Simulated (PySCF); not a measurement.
2-chlorobuta-1,3-diene (C₄H₅Cl), SMILES C=CC(=C)Cl.

Geometry: B3LYP-D3(BJ)/def2-SVP. The values are those of a single conformer.

The numbers are results of PySCF with TDA-PBE0/def2-SVPD, not measurements.

Vertical excitations. The molecule is in vacuum. State labels are in the subgroup Cs.

Computed excitation energies, oscillator strengths and character:
```tsv
state	symmetry	energy (eV)	λ (nm)	f	main pairs
S1	A'	5.93	209	0.456	HOMO→LUMO 71 %, HOMO−1→LUMO 22 %
S2	A"	6.20	200	0.000	HOMO→LUMO+1 94 %
S3	A"	6.29	197	0.000	HOMO−2→LUMO 99 %
S4	A'	6.41	193	0.341	HOMO−1→LUMO 66 %, HOMO→LUMO 20 %
S5	A"	6.93	179	0.000	HOMO→LUMO+2 93 %
S6	A"	7.40	168	0.001	HOMO−3→LUMO 96 %
S7	A"	7.50	165	0.041	HOMO→LUMO+4 86 %
S8	A'	7.51	165	0.074	HOMO→LUMO+3 73 %, HOMO−4→LUMO 16 %
S9	A"	7.59	163	0.000	HOMO→LUMO+5 48 %, HOMO−1→LUMO+1 41 %
S10	A"	7.73	160	0.005	HOMO→LUMO+5 45 %, HOMO−1→LUMO+1 40 %
T1	A'	3.04	408	0	HOMO→LUMO 94 %
T2	A'	4.71	263	0	HOMO−1→LUMO 67 %, HOMO→LUMO+3 22 %
T3	A"	5.87	211	0	HOMO→LUMO+1 83 %
T4	A"	6.20	200	0	HOMO−2→LUMO 98 %
```
Triplets are in the Tamm–Dancoff approximation.
